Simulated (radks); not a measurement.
Spherical quantum dot in the effective-mass picture: electrons in a well V = -V0 / (1 + exp((r - R)/a)) with V0 = 10.5, R = 6.06, a = 0.33, all in effective atomic units (hartree* = m*/eps^2 hartree, bohr* = eps/m* bohr), one dielectric constant everywhere. Calculated with a radial shooting solver with Libxc functionals: non-relativistic Kohn-Sham, PBE, spin-polarised, spherical densities. Levels are named by radial order and angular momentum (1s, 1p, 1d, 2s, ...), and open shells are averaged over m. Each electron was tried in the lowest free levels, single moves between levels near the top were tried too, and the lowest total energy was kept; such a search can miss a lower state. The series stops at N = 25: beyond it a trial failed or the search could not be trusted, so later rows were left out. At N = 1 the Hartree and exchange-correlation terms need not cancel, so that row can carry a self-interaction error.

| N | open shells | 2S | E (hartree*) | mu = E(N) - E(N-1) (hartree*) | addition energy mu(N+1) - mu(N) (hartree*) | e(HOMO) (hartree*) | rms radius (bohr*) |
|---|---|---|---|---|---|---|---|
| 1 | 1s(up 1, down 0) | 1 | -10.3374 | -10.337 | 0.2790 | -10.226 | 2.969 |
| 2 | none | 0 | -20.3959 | -10.058 | 0.3531 | -9.9501 | 3.172 |
| 3 | 1p(up 1, down 0) | 1 | -30.1012 | -9.7053 | 0.2161 | -9.5987 | 3.399 |
| 4 | 1p(up 2, down 0) | 2 | -39.5904 | -9.4892 | 0.2204 | -9.3792 | 3.530 |
| 5 | 1p(up 3, down 0) | 3 | -48.8593 | -9.2688 | 0.2763 | -9.1584 | 3.624 |
| 6 | 1p(up 3, down 1) | 2 | -57.8518 | -8.9926 | 0.2071 | -8.8904 | 3.704 |
| 7 | 1p(up 3, down 2) | 1 | -66.6373 | -8.7855 | 0.2117 | -8.6800 | 3.767 |
| 8 | none | 0 | -75.2111 | -8.5738 | 0.3663 | -8.4674 | 3.821 |
| 9 | 1d(up 1, down 0) | 1 | -83.4186 | -8.2075 | 0.2061 | -8.1047 | 3.883 |
| 10 | 1d(up 2, down 0) | 2 | -91.4200 | -8.0014 | 0.2067 | -7.8981 | 3.934 |
| 11 | 1d(up 3, down 0) | 3 | -99.2147 | -7.7947 | 0.2069 | -7.6913 | 3.979 |
| 12 | 1d(up 4, down 0) | 4 | -106.803 | -7.5879 | 0.2067 | -7.4845 | 4.019 |
| 13 | 1d(up 5, down 0) | 5 | -114.184 | -7.3812 | 0.2580 | -7.2779 | 4.055 |
| 14 | 1d(up 5, down 1) | 4 | -121.307 | -7.1231 | 0.2008 | -7.0229 | 4.088 |
| 15 | 1d(up 5, down 2) | 3 | -128.229 | -6.9223 | 0.2016 | -6.8216 | 4.119 |
| 16 | 1d(up 5, down 3) | 2 | -134.950 | -6.7207 | 0.2019 | -6.6198 | 4.147 |
| 17 | 1d(up 5, down 4) | 1 | -141.469 | -6.5188 | 0.2020 | -6.4178 | 4.172 |
| 18 | none | 0 | -147.785 | -6.3168 | 0.3835 | -6.2158 | 4.197 |
| 19 | 1f(up 1, down 0) | 1 | -153.719 | -5.9333 | 0.1983 | -5.8341 | 4.223 |
| 20 | 1f(up 2, down 0) | 2 | -159.454 | -5.7349 | 0.1984 | -5.6357 | 4.248 |
| 21 | 1f(up 3, down 0) | 3 | -164.990 | -5.5365 | 0.1983 | -5.4374 | 4.271 |
| 22 | 1f(up 4, down 0) | 4 | -170.328 | -5.3382 | 0.1982 | -5.2391 | 4.292 |
| 23 | 1f(up 5, down 0) | 5 | -175.468 | -5.1401 | 0.1980 | -5.0410 | 4.313 |
| 24 | 1f(up 6, down 0) | 6 | -180.411 | -4.9421 | 0.1978 | -4.8431 | 4.332 |
| 25 | 1f(up 7, down 0) | 7 | -185.155 | -4.7443 | - | -4.6454 | 4.350 |

All shells are closed at N = 2, 8, 18 (there: 1s2 1p6 1d10); the second difference of the energy has clear peaks (12 % above both neighbours; the first and last values, which can be the largest, are not judged, and half-filled shells can peak too) at N = 2, 5, 8, 13, 18.
